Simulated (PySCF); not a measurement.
Species: C7H17AlF3N.
SMILES: `FC(C[N@+](CCCC)(C)[AlH3-])(F)F`

The closed-shell ground state was solved at several levels (PySCF, density fitting, gas phase, non-relativistic). Geometry: PBE0-D3(BJ)/def2-SVP, one conformer, isolated molecule.

```json
{"level": "CAM-B3LYP/def2-SVPD", "basis functions": "389", "HOMO (eV)": "-8.96", "LUMO (eV)": "0.82", "gap (eV)": "9.78", "dipole (D)": "3.25"}
{"level": "wB97X-D/pcSseg-1", "basis functions": "296", "HOMO (eV)": "-9.46", "LUMO (eV)": "2.14", "gap (eV)": "11.60", "dipole (D)": "3.44"}
```

Q: What might PBE0/pcSseg-1 (296 basis functions) give for the same quantities?

A: HOMO -7.55 eV, LUMO 0.43 eV, gap 7.98 eV, dipole 3.44 D.

Q: Over all these levels, which gives the widest orbital gap and which the narrowest?

A: wB97X-D/pcSseg-1 (range-separated hybrid) has the widest, 11.60 eV, and PBE0/pcSseg-1 (global hybrid, 25 % exact exchange) the narrowest, 7.98 eV. The two share the basis. From the narrowest to the widest the HOMO moves by -1.91 eV and the LUMO by +1.71 eV.

Q: How far do the dipole and the HOMO energy spread over the levels?

A: The dipole runs from 3.25 to 3.44 D (mean 3.38 D) and the HOMO from -9.46 to -7.55 eV.
